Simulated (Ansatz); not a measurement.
Relaxation of ClFH₃NZn (7 atoms, charge 0, multiplicity 1), to a largest force component of 0.03 eV/Å in at most 50 steps.

Level of theory: Ansatz, RKS PBE-D4/def2-SVP.

```xyz
7
Properties=species:S:1:pos:R:3
Zn -0.049 -1.109 -0.409
N 0.739 0.165 0.765
Cl -0.931 -2.503 -1.723
H -0.737 1.662 -0.179
F -1.403 1.631 -0.815
H 1.753 0.257 0.609
H 0.628 -0.103 1.753
```

Problem. Where does it end, and by what steps?

Solution. The forces met the threshold. After 13 steps the energy has fallen by 1.300 eV; H4 moved furthest, 1.25 Å. Parted: H4–F5 (0.92 → 2.21 Å). Joined: Zn1–F5 (3.08 → 1.81 Å), N2–H4 (2.31 → 1.04 Å).

| step | energy less start (eV) | largest force component (eV/Å) | accepted |
| --- | --- | --- | --- |
| 0 | 0.0000 | 1.174 | yes |
| 1 | -0.2074 | 0.736 | yes |
| 2 | -0.3964 | 0.535 | yes |
| 3 | -0.5444 | 0.788 | yes |
| 4 | -0.5481 | 1.282 | yes |
| 5 | -0.7600 | 0.471 | yes |
| 6 | -0.9332 | 1.410 | yes |
| 7 | -1.0964 | 2.533 | yes |
| 8 | -1.2578 | 0.284 | yes |
| 9 | -1.2708 | 0.259 | yes |
| 10 | -1.2049 | 0.836 | no |
| 11 | -1.2939 | 0.074 | yes |
| 12 | -1.2974 | 0.059 | yes |
| 13 | -1.3004 | 0.026 | yes |

```xyz
7
Properties=species:S:1:pos:R:3
Zn -0.715 -0.491 -0.855
N 0.575 0.290 0.654
Cl -0.667 -2.535 -1.473
H 0.165 1.237 0.566
F -1.405 1.180 -0.983
H 1.585 0.349 0.466
H 0.461 -0.030 1.625
```

The run took 19 s on 2 threads of Intel(R) Xeon(R) Platinum 8488C (Sapphire Rapids), on a shared host, peak memory 0.17 GiB.
